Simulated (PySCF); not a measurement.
An equivalent PySCF input for Ge⁺ (germanium, charge +1), [Ar] 3d10 4s2 4p1, 2P determinant, with scalar relativity by spin-free X2C-1e:

```python
from pyscf import gto, scf, dft, mp, cc
import basis_set_exchange as bse
mol = gto.M(atom="Ge 0 0 0", charge=1, spin=1, symmetry="D2h",
            basis=gto.basis.parse(bse.get_basis("x2c-TZVPall", elements=["Ge"], fmt="nwchem", header=False)),
            nucmod="G")
mf = scf.UHF(mol).sfx2c1e()
mf.irrep_nelec = {'Ag': (6, 6), 'B1g': (1, 1), 'B2g': (1, 1), 'B3g': (1, 1), 'B1u': (2, 2), 'B2u': (3, 2), 'B3u': (2, 2)}
mf.kernel()
```

It reaches the same state as the run whose output follows, and the same energy. The run itself started from symmetry-adapted Hartree-Fock orbitals and held the occupation by maximum overlap, so the iterations belong to that start.

```
SCF conv_tol = 1e-09
number electrons alpha = 16  beta = 15
cycle= 1 E= -2096.77524379259  delta_E= -0.00314  |g|= 0.0196  |ddm|= 0.0541
cycle= 2 E= -2096.77566981864  delta_E= -0.000426  |g|= 0.00752  |ddm|= 0.0197
cycle= 3 E= -2096.77574426188  delta_E= -7.44e-05  |g|= 0.000492  |ddm|= 0.0126
cycle= 4 E= -2096.77574454729  delta_E= -2.85e-07  |g|= 0.000237  |ddm|= 0.00131
cycle= 5 E= -2096.77574456962  delta_E= -2.23e-08  |g|= 4.95e-05  |ddm|= 0.000343
cycle= 6 E= -2096.77574457314  delta_E= -3.52e-09  |g|= 5.74e-06  |ddm|= 0.00023
cycle= 7 E= -2096.77574457318  delta_E= -3.91e-11  |g|= 7.96e-07  |ddm|= 2.66e-05
converged SCF energy = -2096.77574457318  <S^2> = 0.76005989  2S+1 = 2.0100347
```
